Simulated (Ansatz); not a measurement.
`[NH2][GaH][NH2]` + HBr → `[NH2][GaH][Br]` + NH₃ at 400 K and 1 bar (ligand exchange at a Ga–N bond).

Isolated molecules relaxed with PBE0-D4/def2-TZVP in Ansatz; ΔE leaves out vibrations. CCSD(T)/CBS is the MP2 limit (def2-TZVPP, def2-QZVPP) plus CCSD(T) − MP2 in def2-TZVPP, frozen cores. This one scheme is used for every species. For Br, Ga outer-core shells are correlated without core-valence functions, which leaves a few kJ/mol of doubt a bond. Scalar relativity is left out up to krypton. Each species was taken in one conformer, which may not be the lowest.

```
          species  CCSD(T)/CBS energy (Eh)  H − E (kJ/mol)  S (J/(mol·K))
`[NH2][GaH][NH2]`              -2036.39598           178.8          352.3
              HBr              -2573.91920            27.6          207.2
 `[NH2][GaH][Br]`              -4553.84396           112.1          344.5
              NH₃                -56.50880           104.2          203.1
```

H − E and S are ideal-gas, rigid-rotor, harmonic terms from PBE0-D4/def2-TZVP, for one conformer and one mirror image of each species. 1 Eh = 2625.50 kJ/mol, R = 8.31446 J/(mol·K).

By hand: ΔE, ΔH, ΔS and ΔG.

ΔE = (-4553.84396) + (-56.50880) − (-2036.39598) − (-2573.91920) = -0.03758 Eh = -98.7 kJ/mol. Δ(H − E) = 112.1 + 104.2 − 178.8 − 27.6 = 9.9, so ΔH = -88.8 kJ/mol. ΔS = 344.5 + 203.1 − 352.3 − 207.2 = -11.9 J/(mol·K). ΔG = -88.8 − 400 × (-11.9)/1000 = -84.0 kJ/mol.

By hand: the equilibrium constant, and the temperature at which ΔG would vanish if ΔH and ΔS stayed fixed.

log₁₀ K = −ΔG/(RT ln 10) = 11.0. ΔG = 0 at ΔH/ΔS = 7462 K, far beyond where these terms or the molecules hold.

The number of gas molecules stays the same, so ΔS is small and ΔH decides. A doubt of 5 kJ/mol in ΔE shifts log₁₀ K by 0.7 here. Other conformers and mirror images would add mixing entropy, several J/(mol·K) or more a flexible species. Modes under 60 cm⁻¹, often nearly free rotors, make the harmonic entropy too high. These are equilibria of isolated gas molecules and say nothing of rates. Largest T1 diagnostic: 0.013 (customary marks: 0.02 for closed shells, 0.045 for open ones).
